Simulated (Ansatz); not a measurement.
Isolated molecules relaxed with PBE0-D4/def2-TZVP in Ansatz; ΔE leaves out vibrations. CCSD(T)/CBS is the MP2 limit (def2-TZVPP, def2-QZVPP) plus CCSD(T) − MP2 in def2-TZVPP, frozen cores. This one scheme is used for every species. DFT in def2-TZVPP. B3LYP here is the variant with VWN-RPA as its local correlation; programs differ in this. HSE06 is defined as in plane-wave codes. For Ga outer-core shells are correlated without core-valence functions, which leaves a few kJ/mol of doubt a bond. Scalar relativity is left out up to krypton. One conformer a species, not always the lowest.

`[NH2][Ga]([SH])[Cl]` + `[NH2][AlH][Cl]` → `[SH][Ga]([Cl])[Cl]` + `[NH2][AlH][NH2]`  (redistribution)

```tsv
level	ΔE (kJ/mol)
LDA (SPW92)	10.1
r2SCAN-D4	8.1
B3LYP-D4	5.4
B3LYP	5.5
HSE06	8.0
RPA@PBE/def2-TZVPP	9.6
MP2/def2-TZVPP	11.8
HF/def2-QZVPP	6.4
```

What does CCSD(T)/CBS give? (Best estimate.)

Computed: +13.1 kJ/mol. The listed levels differ from it by -3.0, -5.0, -7.7, -7.6, -5.1, -3.5, -1.3, -6.7 kJ/mol.

Largest T1 diagnostic among the species: 0.012.

Leaving LDA and LC-ωPBE aside and taking each functional with its dispersion term where it has one, the values, not all of them listed here, spread over 6.9 kJ/mol, from B97M-V to PBE-QIDH. In def2-TZVPP, CCSD(T) changes the Hartree–Fock value by +4.1 kJ/mol (the triples alone add −0.1 kJ/mol) and MP2 by +5.5 kJ/mol.
